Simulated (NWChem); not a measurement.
Ionisation of triflate (CF3O3S (-1))

SMILES: FC(F)(F)S([O-])(=O)=O
```xyz
8

O     -1.3137    -0.5603     1.2445
S     -0.9166     0.1142     0.0000
O     -1.3137    -0.5603    -1.2445
O     -1.0471     1.5787     0.0000
C      0.9295    -0.1158     0.0000
F      1.2717    -1.4106     0.0000
F      1.5022     0.4388     1.0761
F      1.5022     0.4388    -1.0761
```
Charge -1, spin multiplicity 1.

Everything below was run with NWChem. Structure: optimised with PBE0/def2-SVP, held to Cs symmetry and with no frequency check, so it may be a saddle point.

Basis set: def2-SVPD. The species with one electron less has spin multiplicity 2 and keeps the geometry of the parent. Δ marks differences of total energies (open shells unrestricted). −ε marks an orbital energy of the parent. That orbital need not have the symmetry of the hole or added electron in the Δ rows.

B3LYP has NWChem's definition, with VWN1-RPA local correlation. The anion's geometry comes from a basis without diffuse functions. The stability of the SCF solutions was not checked.

Question: For the first vertical ionisation energy, ΔBLYP gives 4.85 eV and −ε(HOMO) of BLYP gives 1.40 eV. What do G0W0@B3LYP, ΔB3LYP, −ε(HOMO) of B3LYP give?

Answer: G0W0@B3LYP: 4.66 eV; ΔB3LYP: 5.40 eV; −ε(HOMO) of B3LYP: 2.90 eV.
